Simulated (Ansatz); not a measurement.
Gas-phase reaction in SMILES: F[SiH](F)F + 2 [SiH4] (SiH4) → 3 F[SiH3] [fluorosilane]
Structures are relaxed separately at B3LYP-D3(BJ)/def2-TZVP in Ansatz (a quantum-chemistry and plane-wave program).
Geometry of the first species:
SMILES: F[SiH](F)F
```xyz
5

Si    -0.0378    -0.0056     0.3210
F     -0.6853     1.2966    -0.2933
F      1.4942    -0.0233    -0.0598
F     -0.7271    -1.2613    -0.3426
H     -0.2079    -0.0307     1.7674
```

Quantity: bond separation energy (electronic energy difference), in kcal/mol. Correlated levels leave the core frozen unless marked. No spin-orbit coupling. No relativistic terms. CBS(X,Y): correlation extrapolated as X^-3; Hartree-Fock from the larger set.

| level | program | bond separation energy (kcal/mol) |
|---|---|---|
| HF/aug-cc-pV(D+d)Z | Ansatz | 10.1 |
| HF/cc-pV(D+d)Z | Ansatz | 10.2 |

Problem. Predict the CCSD(T)/CBS(cc-pV(T+d)Z,cc-pV(Q+d)Z) result (Ansatz).

Solution. 14.6 kcal/mol, so HF/cc-pV(D+d)Z differs from it by -4.4 kcal/mol.
